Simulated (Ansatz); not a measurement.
System: CH3Mg, charge 0, doublet. CH3Mg (SMILES [CH3][Mg], doublet).
B3LYP-D3(BJ)/def2-TZVP minimum from Ansatz (an electronic-structure program):
```xyz
5

Mg    -0.6872    -0.3966    -0.5519
C      0.8270     0.4772     0.6641
H      1.3509    -0.2981     1.2286
H      0.3829     1.1853     1.3681
H      1.5509     1.0082     0.0409
```
Charge 0, spin multiplicity 2.

Total energies in hartree (Ansatz). Radicals and triplets start from unrestricted determinants; spin-orbit coupling is neglected. Correlated methods leave the cores frozen. No relativity. For partners of very few electrons the exact lower level stands in for a higher one. The spin of CH3Mg ([CH3][Mg], doublet) was assumed, and the state is the lowest solution found for it.

```tsv
species	HF/def2-TZVPP	CCSD(T)/def2-TZVPP	HF/def2-QZVPP	CCSD(T)/def2-QZVPP	CCSDT(Q)/def2-TZVPP
1: CH3Mg (SMILES [CH3][Mg], doublet)	-239.20551	-239.44050	-239.21615	-239.46265	-239.44141
2: Mg (singlet)	-199.60663	-199.63935	-199.61449	-199.64829	-199.63935
3: C (triplet)	-37.69248	-37.78103	-37.69363	-37.78651	-37.78154
4: H (doublet)	-0.49981	-0.49981	-0.49998	-0.49998	-0.49981
```

Question: Work out the atomisation energy (electronic, to ground-state atoms) in kcal/mol: take Hartree-Fock from def2-QZVPP, extrapolate the CCSD(T) correlation energy as X^-3 (X = 3, 4), and add CCSDT(Q) - CCSD(T) in def2-TZVPP. 1 hartree = 627.51 kcal/mol.

Answer: 
Species 1: correlation (64·(-0.24650) - 27·(-0.23499))/37 = -0.25490; step -0.00091; E1 = -239.21615 + (-0.25490) + (-0.00091) = -239.47196
Species 2: correlation (64·(-0.03380) - 27·(-0.03272))/37 = -0.03459; step +0.00000; E2 = -199.61449 + (-0.03459) + (+0.00000) = -199.64908
Species 3: correlation (64·(-0.09288) - 27·(-0.08855))/37 = -0.09604; step -0.00051; E3 = -37.69363 + (-0.09604) + (-0.00051) = -37.79018
Species 4: correlation (64·(0.00000) - 27·(0.00000))/37 = 0.00000; step +0.00000; E4 = -0.49998 + (0.00000) + (+0.00000) = -0.49998
-1·E1 +1·E2 +1·E3 +3·E4 = 0.53276 hartree = 334.3 kcal/mol.
